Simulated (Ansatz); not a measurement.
Single points on Hg₁₀Te₁₀.

```yaml
crystal:
  periodic: [false, false, false]
  atoms:
    - {symbol: Hg, position_ang: [-3.687992, -0.455730, -1.926437]}
    - {symbol: Hg, position_ang: [-1.092960, -3.511580, -2.263837]}
    - {symbol: Hg, position_ang: [-0.855899, -0.853355, 0.480775]}
    - {symbol: Hg, position_ang: [-1.143976, 1.643780, -2.735902]}
    - {symbol: Hg, position_ang: [-1.731126, 2.905283, 0.262378]}
    - {symbol: Hg, position_ang: [-1.469204, 1.450318, 3.696658]}
    - {symbol: Hg, position_ang: [2.654281, -3.322957, -2.272879]}
    - {symbol: Hg, position_ang: [2.692155, -1.524419, 1.133791]}
    - {symbol: Hg, position_ang: [1.838434, 2.049933, -0.215600]}
    - {symbol: Hg, position_ang: [2.037499, 1.702854, 3.571396]}
    - {symbol: Te, position_ang: [-3.057308, -2.716092, -0.534177]}
    - {symbol: Te, position_ang: [-3.875139, 1.984889, -3.038607]}
    - {symbol: Te, position_ang: [-3.193493, 1.066440, 1.602586]}
    - {symbol: Te, position_ang: [0.143117, 4.140364, -1.235885]}
    - {symbol: Te, position_ang: [0.809742, -4.631382, -3.778238]}
    - {symbol: Te, position_ang: [0.522940, -1.513790, 2.800785]}
    - {symbol: Te, position_ang: [4.499538, -1.981149, -0.852143]}
    - {symbol: Te, position_ang: [0.745612, -0.183642, -1.865053]}
    - {symbol: Te, position_ang: [0.283592, 2.210235, 5.585773]}
    - {symbol: Te, position_ang: [3.880176, 1.539990, 1.584594]}
basis:
  gaussian: {orbitals: def2-TZVP, fitting: {mean_field: def2-universal-jkfit}, initial_orbitals: start.molden}
hamiltonian: {xc: r2scan, dispersion: d4}
scf: {omitted_lower_state_checks: [starts]}
output: {orbitals: {seedname: orbitals}}
```

The file start.molden holds the orbitals of an earlier run on this structure, at another level or in another basis.

```sh
$ ansatz run in.yaml --threads 5 --pin off --events-out ev --progress --plain --max-ram 66560MiB --backend cuda --devices 0, --max-vram 37GiB
```

Shortened log:

```
Functional definition: r2SCAN
4650 factors; integrals over basis functions are off by at most 5.0e-1 eV
mean field evaluation 1: about -114768.9232 eV, gradient 1.6e1 eV
mean field evaluation 2: about -114769.3048 eV, gradient 5.2e-1 eV
mean field evaluation 4: about -114769.2745 eV, gradient 2.6e-1 eV
mean field evaluation 8: about -114769.2745 eV, gradient 1.3e-5 eV
mean field -114769.27453105 eV, -4217.6930456078 hartree, gradient 1.3e-5 eV, S^2 0.000000; 0 other end points of the search recorded, 0 dependent functions left out
reference -114769.27455440 eV, -4217.6930464660 hartree; 220, 220 occupied and 710, 710 virtual orbitals, 4650 factors
Total energy: -114770.11227764 eV, -4217.7238322272 hartree
Checks for a lower state left out: starts
```

Run time 20 s (5 threads of AMD EPYC 7R13 on a shared host and a share (37 GiB) of an NVIDIA H100 80GB HBM3), peak host memory 1.4 GiB.

The first input with `hamiltonian: {xc: {name: B97M-V}}` (abridged; 16 s):

```
Functional definition: B97M-V
mean field -114715.30368772 eV, -4215.7096536982 hartree, gradient 2.7e-5 eV, S^2 0.000000
Total energy: -114715.30379899 eV, -4215.7096577872 hartree
Checks for a lower state left out: starts
```

The first input with `hamiltonian: {xc: pbe, dispersion: d4}`, `output: {forces: true, orbitals: {seedname: orbitals}}` (abridged; 15 s):

```
Functional definition: PBE
mean field -114729.51501520 eV, -4216.2319103503 hartree, gradient 3.7e-5 eV, S^2 0.000000
Total energy: -114732.74711922 eV, -4216.3506879822 hartree
Atom 0 force     0.058654     0.068462     0.004945 eV/Å
Atom 1 force     0.023742    -0.019487     0.010728 eV/Å
Atom 2 force     0.084136    -0.041402     0.029957 eV/Å
Atom 3 force    -0.056939    -0.030818     0.159761 eV/Å
Atom 4 force     0.065618    -0.072513    -0.039147 eV/Å
Atom 5 force     0.060898     0.031430    -0.015263 eV/Å
Atom 6 force    -0.006750     0.043201     0.017788 eV/Å
Atom 7 force    -0.026126     0.028523    -0.014924 eV/Å
Atom 8 force    -0.005997     0.005039    -0.004865 eV/Å
Atom 9 force    -0.001088     0.014357    -0.026763 eV/Å
Atom 10 force     0.172575     0.169918    -0.256957 eV/Å
Atom 11 force     0.206626    -0.272502     0.117444 eV/Å
Atom 12 force     0.324107     0.160406     0.032934 eV/Å
Atom 13 force    -0.108292    -0.318516     0.154893 eV/Å
Atom 14 force    -0.017009     0.215314     0.271009 eV/Å
Atom 15 force     0.078742     0.068594    -0.287695 eV/Å
Atom 16 force    -0.317272    -0.121946     0.016848 eV/Å
Atom 17 force    -0.166591     0.171745     0.126518 eV/Å
Atom 18 force    -0.023684    -0.109830    -0.346360 eV/Å
Atom 19 force    -0.345350     0.010024     0.049148 eV/Å
Dipole moment:    -0.624388     0.083540    -0.155006 e Å
Checks for a lower state left out: starts
```

As the first input, with `gaussian: {orbitals: def2-SVP, fitting: {mean_field: def2-universal-jkfit}, initial_orbitals: start.molden}`, `hamiltonian: {xc: pbe, dispersion: d4}` (abridged; 10 s):

```
Functional definition: PBE
mean field -114723.34016865 eV, -4216.0049889249 hartree, gradient 1.2e-5 eV, S^2 0.000000
Total energy: -114726.57226350 eV, -4216.1237662200 hartree
Checks for a lower state left out: starts
```

As the first input, with `hamiltonian: {xc: pbe0, dispersion: d4}` (abridged; 19 s):

```
Functional definition: PBE0
mean field -114723.55174220 eV, -4216.0127641097 hartree, gradient 1.6e-5 eV, S^2 0.000000
Total energy: -114726.53426613 eV, -4216.1223698422 hartree
Checks for a lower state left out: starts
```

As the first input, with `gaussian: {orbitals: def2-SVP, fitting: {mean_field: def2-universal-jkfit}, initial_orbitals: start.molden}`, `hamiltonian: {xc: pbe0, dispersion: d4}` (abridged; 13 s):

```
Functional definition: PBE0
mean field -114717.49543568 eV, -4215.7901989501 hartree, gradient 2.2e-5 eV, S^2 0.000000
Total energy: -114720.47795298 eV, -4215.8998044391 hartree
Checks for a lower state left out: starts
```

The first input with `gaussian: {orbitals: def2-SVP, initial_orbitals: start.molden}`, `correlation: {method: mp2}` and without the key `hamiltonian` (abridged; 19 s):

```
Functional definition: HF
mean field -114171.16073956 eV, -4195.7127691868 hartree, gradient 3.8e-6 eV, S^2 0.000000
40 core orbitals not correlated, not the lowest: weight in the atoms' cores, before any rotation towards them, 1.000 or more for the frozen orbitals, at most 0.000 for the correlated occupied ones
second order -137.67639908 eV of doubles, -0.00000000 eV of singles
Total energy: -114308.83713865 eV, -4200.7722835326 hartree
Checks for a lower state left out: starts
```

Geometry: PBE-D4/def2-SVP.

In the def2 sets Hg, Te take a core potential; there is no spin–orbit coupling. Correlated methods freeze 40 core orbitals; core or outer-core shells of Hg, Te are correlated, in sets that lack core-valence functions. Single mean-field runs in def2-SVP, def2-TZVP are fitted with def2-universal-jkfit. Another isomer (singlet) lies 0.12 eV lower at PBE0-D4/def2-TZVP; other spin states weren't run for this one.
